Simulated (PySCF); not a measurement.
H₄Cl₂Ga₂, singlet, B3LYP/def2-SVP optimised geometry.

```
8

Ga    -0.67    -1.57     0.00
Ga     0.67     1.57     0.00
Cl     0.00     0.00     1.69
H     -2.23    -1.58     0.00
H      0.40    -2.70     0.00
Cl     0.00     0.00    -1.69
H     -0.40     2.70     0.00
H      2.23     1.57     0.00
```

Density from B3LYP/def2-TZVP (PySCF) at that geometry.

Minimum of the electron density along straight lines between bonded atoms, close to the bond critical point (lines longer than 1.1 times the sum of covalent radii, or with two minima, are not listed):

| bond | length / Å | ρ at the minimum / e bohr⁻³ | ∇²ρ there / e bohr⁻⁵ | position (fraction from the first atom) |
|---|---|---|---|---|
| Ga1–Cl3 | 2.406 | 0.056 | 0.13 | 0.43 |
| Ga2–Cl3 | 2.406 | 0.056 | 0.13 | 0.43 |
| Ga1–H4 | 1.557 | 0.119 | 0.13 | 0.60 |
| Ga1–H5 | 1.557 | 0.119 | 0.13 | 0.60 |
| Ga1–Cl6 | 2.406 | 0.056 | 0.13 | 0.43 |
| Ga2–Cl6 | 2.406 | 0.056 | 0.13 | 0.43 |
| Ga2–H7 | 1.557 | 0.119 | 0.13 | 0.60 |
| Ga2–H8 | 1.557 | 0.119 | 0.13 | 0.60 |
